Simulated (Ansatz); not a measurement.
Calculated with Ansatz (gas phase, PBE0-D4/def2-TZVP geometries, no zero-point term in ΔE). CCSD(T)/CBS is the MP2 limit (def2-TZVPP, def2-QZVPP) plus CCSD(T) − MP2 in def2-TZVPP, frozen cores. This one scheme is used for every species. DFT in def2-TZVPP. Each species was taken in one conformer, which may not be the lowest.

`NB(F)Cl` + `FB(S)O[SiH3]` → `NB(S)Cl` + `FB(F)O[SiH3]`  (redistribution)

```csv
level,ΔE (eV)
revPBE-D4,-0.02
r2SCAN0,-0.04
RPA@PBE/def2-TZVPP,-0.05
CCSD/def2-TZVPP,-0.06
```

**Question.** What does CCSD(T)/CBS give? (An estimate is asked.)

**Answer.** Computed: -0.07 eV. The listed levels differ from it by 0.05, 0.03, 0.02, 0.01 eV.

Largest T1 diagnostic among the species: 0.013.

From BLYP to BHLYP (50 % exact exchange), in def2-TZVPP and without D4, ΔE moves by −0.04 eV. Leaving LDA and LC-ωPBE aside and taking each functional with its dispersion term where it has one, the values, not all of them listed here, spread over 0.05 eV, from PBE-QIDH to BLYP-D4.
